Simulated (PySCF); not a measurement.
Frontier orbitals and the lowest excitations

C7H7FO.
SMILES with atom numbers: `[CH2:1]=[CH:2][C@:3]([CH3:4])([F:5])[C:6]#[C:7][CH:8]=[O:9]` (hydrogens: H10, H11 on C1; H12 on C2; H13, H14, H15 on C4; H16 on C8)

Cartesian coordinates in Å at the GFN2-xTB level; atoms count from 1:
```
atom  x, y, z in Å
C1    -1.751   -1.896   -0.579
C2    -0.986   -1.153    0.196
C3    -0.625    0.285   -0.101
C4    -1.153    1.229    0.983
F5    -1.186    0.674   -1.315
C6     0.823    0.379   -0.211
C7     2.018    0.444   -0.360
C8     3.436    0.521   -0.493
O9     4.231    0.372    0.395
H10   -1.990   -2.914   -0.324
H11   -2.169   -1.513   -1.495
H12   -0.556   -1.526    1.115
H13   -2.233    1.121    1.053
H14   -0.915    2.257    0.719
H15   -0.698    0.990    1.940
H16    3.746    0.739   -1.535
```

Method used: TDDFT PBE0/def2-SVPD, vertical, gas phase, core orbitals frozen in the response (PySCF).

Kohn–Sham orbitals with the atoms that hold most of them (Löwdin shares over 4%, at most four atoms; ? is withheld):

```tsv
orbital	ε (eV)	atoms
HOMO-3	-8.99	C6 38%, C7 35%, F5 5%, C8 4%
HOMO-2	-8.73	C7 31%, C6 28%, O9 11%, C3 7%
HOMO-1	-8.25	?
HOMO	?	O9 60%, C8 14%, H16 8%, C7 6%
LUMO	-2.17	?
LUMO+1	-0.33	C2 17%, C7 16%, C1 16%, C6 14%
LUMO+2	-0.10	C1 20%, C2 18%, C6 12%, C7 12%
```

(1) Which atoms hold the LUMO, and with what shares?

(2) Which atoms hold the HOMO-1, and with what shares?

(3) What is the HOMO energy, and the HOMO–LUMO gap?

Answers

(1) C8 (bonded to C, O and H) 28%; O9 (bonded to C) 27%; C6 (bonded to 2 C) 18%; C7 (bonded to 2 C) 14%. By element: carbon 59% or more, oxygen 27%.

(2) C1 (bonded to C and 2 H) 31%; C2 (bonded to 2 C and H) 31%; O9 (bonded to C) 9%; C7 (bonded to 2 C) 6%. By element: carbon 68% or more, oxygen 9%.

(3) ε(HOMO) = -8.14 eV; the gap is 5.96 eV (0.2191 hartree).

Question: The HOMO–LUMO gap is 5.96 eV. Where does the response calculation put the lowest singlet, and from which orbitals?

Answer: S1 is at 3.81 eV (f = 0.0005), 2.15 eV below the gap, made of HOMO→LUMO (88%), HOMO-1→LUMO (9%). 

Question: Give energy, strength and leading configuration of S1 and S3, and follow the Löwdin shares of the leading atoms from the occupied to the empty orbital.

Answer: 
- S1 (3.81 eV, f 0.0005), HOMO→LUMO (88%): O9 60% → 27%, C8 14% → 28%
- S3 (5.28 eV, f 0.120), HOMO-1→LUMO (73%): C1 31% → at most 14%, C2 31% → at most 14%, C8 at most 6% → 28%, O9 9% → 27%

Löwdin shares depend on the basis, the more so with diffuse functions.

The run took 92 s wall on one thread of an Arm Neoverse N1, shared host with 64 logical CPUs at a one-minute load of 55, and the process peaked at 1.0 GiB of memory.

One conformer stands for the species.
